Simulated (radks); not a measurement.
Results of a calculation; reference values are marked as such.
Neutral arsenic, [Ar] 3d10 4s2 4p3. Level of theory: non-relativistic Kohn-Sham, r2SCAN, spin-polarised, spherical densities, point nucleus; meta-GGA in the generalised Kohn-Sham scheme (a radial shooting solver on a logarithmic mesh with Libxc functionals). Every spin shell is full or empty, so the densities are truly spherical. Functionals are evaluated on that one density, not self-consistently. Rank these exchange functionals by their error against the exact value of the orbitals, and give that value: LDA, PBEsol, revPBE, RPBE, PW91, WC, APBE, revTPSS, SCAN, MS2, TASK.

Answer. Exact: -81.4371 hartree. From best to worst, with 100 (|E| - |E exact|)/|E exact| (equal figures are ties): RPBE -0.04, revPBE -0.11, PW91 +0.12, MS2 -0.31, SCAN +0.32, APBE +0.56, revTPSS -0.69, WC -0.91, TASK -2.45, PBEsol -2.50, LDA -5.64.
